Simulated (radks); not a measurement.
Task: The mean radii <r> (bohr) of the occupied orbitals of an atom or ion are listed with their occupations. Method: scalar-relativistic Kohn-Sham, exchange-only LDA, spin-polarised, spherical densities, point nucleus; computed with a radial shooting solver on a logarithmic mesh with Libxc functionals.

| orbital | occ. | <r> |
|---|---|---|
| 1s up | 1 | 0.02908 |
| 1s down | 1 | 0.02908 |
| 2s up | 1 | 0.1256 |
| 2s down | 1 | 0.1256 |
| 2p up | 3 | 0.1096 |
| 2p down | 3 | 0.1096 |
| 3s up | 1 | 0.3400 |
| 3s down | 1 | 0.3400 |
| 3p up | 3 | 0.3382 |
| 3p down | 3 | 0.3382 |
| 3d up | 5 | 0.3149 |
| 3d down | 5 | 0.3149 |
| 4s up | 1 | 0.8185 |
| 4s down | 1 | 0.8179 |
| 4p up | 3 | 0.8858 |
| 4p down | 3 | 0.8843 |
| 4d up | 5 | 1.090 |
| 4d down | 5 | 1.080 |
| 5s up | 1 | 2.126 |

Name the element and its charge. Open shells, if any, are filled with parallel spins first.

Result: Z = 50, tin, charge +3: Sn3+ in [Kr] 4d10 5s1. The 1s radius gives Z: for a bare nucleus <r> = (2 gamma + 1)/(2Z) with gamma = sqrt(1 - (Z/c)^2), 0.02862 bohr for Z = 50, and screening makes it slightly larger (0.02908 here). The occupations add up to 47, and the charge is Z minus that.
